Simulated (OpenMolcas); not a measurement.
Pd2+ (d8) among equal point charges was computed by CASSCF with the d shell active (OpenMolcas, ANO-RCC-VDZP on the metal). Its lowest spin-free states, and all those of the highest spin:

| 2S+1 | Degeneracy | E (cm-1) |
| --- | --- | --- |
| 3 | 3 | 0.0 |
| 3 | 3 | 2624 |
| 3 | 1 | 5818 |
| 1 | 3 | 13030 |
| 1 | 2 | 13841 |
| 3 | 3 | 16059 |
| 1 | 3 | 19791 |
| 1 | 3 | 21112 |
| 1 | 1 | 21461 |
| 1 | 2 | 21952 |
| 1 | 1 | 48523 |

Q: Is the site octahedral, tetrahedral or cube-like, axial, or of lower symmetry?

A: The states with 2S+1 = 3 have orbital degeneracies 3, 3, 1, 3. Threefold states need a cubic site. For d8 at this spin an octahedron puts the single A2 below the threefold T2 and a tetrahedron or cube puts the threefold T1 below the threefold T2, so the site is a tetrahedron or a cube, which this pattern cannot tell apart. The run had Pd2+ among 8 point charges of -0.8 e arranged as a cube (Oh), 2.08 Å from the ion.

An orbital triplet at a regular site is open to Jahn-Teller coupling, which can distort the site and quench the lowest spin-orbit gaps and is left out. Without dynamic correlation the repulsion within the d shell is too large (B by tens of per cent), so at a given field states of lower spin stand too high. Real 4d8 and 5d8 ions are as a rule square planar and diamagnetic. Point charges carry no covalency, so the field is a model and not that of real ligands. No measured value stands beside these numbers.
